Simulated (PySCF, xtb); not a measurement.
Energy landscape of H3Ge, doublet: umbrella (inversion) coordinate, bond length relaxed. Scanned: angle between the Ge-H bonds and the threefold axis (90 = planar). Other coordinates (Ge-H bond length) were minimised at B3LYP/def2-TZVP.

Levels: GFN1-xTB (xtb); CCSD(T) on UHF/cc-pVTZ, 9 core orbitals frozen (PySCF); wB97X-V = unrestricted wB97X-V/cc-pVTZ (PySCF).

Energies in kJ/mol, each method relative to its own lowest point.

```tsv
a / °	GFN1-xTB	CCSD(T)	wB97X-V
90	(withheld)	19.9	22.7
93	63.3	18.4	21.1
96	51.8	14.5	16.8
99	38.7	9.4	11.1
102	(withheld)	4.4	(withheld)
105	15.4	0.9	1.4
108	(withheld)	0.0	0.0
111	1.8	2.5	2.1
114	0.0	9.0	8.2
117	2.1	19.9	19.0
120	(withheld)	35.6	34.6
123	20.0	56.3	55.5
126	36.9	82.1	81.9
129	60.0	113.2	114.1
132	90.3	150.0	152.6
```

Problem. Complete the blanks.

Solution. 
- 90, GFN1-xTB: 68.5
- 102, GFN1-xTB: 26.2
- 102, wB97X-V: 5.5
- 108, GFN1-xTB: 7.1
- 120, GFN1-xTB: 8.6
